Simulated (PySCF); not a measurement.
These 2 structures share the formula C3H6BFO2. Method: PBE0-D3(BJ)/def2-SVP geometry optimisation, gas phase in PySCF 2.14.0. One conformer each; no zero-point energy, no entropy. No frequencies were run at this level. Point groups hold within 0.08 Å.

Question: Order them by energy at this level, lowest first, and give relative energies in kcal/mol.
A. `[F:1][C@@H:2]1[CH2:3][CH2:4][O:5][BH:6][O:7]1` with F1–C2–C3–C4 -65°, C2–C3–C4–O5 -52°, C3–C4–O5–B6 27°, C4–O5–B6–O7 -1°
B. `[CH2:1]=[CH:2][O:3][B:4]([F:5])[O:6][CH3:7]` with C1–C2–O3–B4 -178°, C2–O3–B4–F5 0°, O3–B4–O6–C7 1°

Answer: B (0.0), A (16.4).

As drawn, the lower has a B–F bond and a C=C bond outside aromatic rings, which the higher lacks.

```tsv
SMILES	E (Eh)	E rel (kcal/mol)	dipole (D)	point group	A, B, C (MHz)
C=COB(F)OC	-392.47957	0.0	1.59	near Cs	4569, 1704, 1251
F[C@@H]1CCOBO1	-392.45342	16.4	2.90	C1	4158, 2913, 2191
```

Q: How do the relative energies change in single points at BLYP/pcSseg-1 (no added dispersion term) on the same geometries?

A: 
| SMILES | PBE0-D3(BJ)/def2-SVP (kcal/mol) | BLYP/pcSseg-1 (kcal/mol) | shift |
| --- | --- | --- | --- |
| C=COB(F)OC | 0.0 | 0.0 | 0.0 |
| F[C@@H]1CCOBO1 | 16.4 | 27.6 | +11.2 |

Each column counts from its own lowest isomer. The order is unchanged; the largest shift is 11.2 kcal/mol.
